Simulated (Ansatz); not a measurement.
C2H6O3Si can be A, `CO[SiH](O)C=O`, or B, `O=C[SiH](O)CO`.

Isolated molecules relaxed with PBE0-D4/def2-TZVP in Ansatz; ΔE leaves out vibrations. CBS: MP2 limit from def2 TZ/QZ plus the TZ coupled-cluster correction, frozen cores. Functionals use def2-TZVPP. B3LYP here is the variant with VWN-RPA as its local correlation; programs differ in this. Each species was taken in one conformer, which may not be the lowest.

Q: Which is lower in electronic energy at CCSD(T)/CBS, and by how much? (An estimate is asked.)

A: The calculation gave: A, by 29.2 kcal/mol.

Q: Give E(B) − E(A) in kcal/mol with B3LYP-D4, MP2/def2-TZVPP, r2SCAN-D4, ωB97M-V, HF/def2-TZVPP, CCSD(T)/def2-TZVPP, PBE0-D4. (An estimate is asked.)

A: The calculation gave: B3LYP-D4 29.0, MP2/def2-TZVPP 29.9, r2SCAN-D4 28.0, ωB97M-V 28.4, HF/def2-TZVPP 34.1, CCSD(T)/def2-TZVPP 29.3, PBE0-D4 26.6. None reverses the order clearly.

Largest T1 diagnostic: 0.014.

In def2-TZVPP, CCSD(T) changes the Hartree–Fock value by −4.9 kcal/mol (the triples alone add −0.7 kcal/mol) and MP2 by −4.3 kcal/mol. From PBE to PBE0 (25 % exact exchange), in def2-TZVPP and without D4, E(B) − E(A) moves by +1.6 kcal/mol.
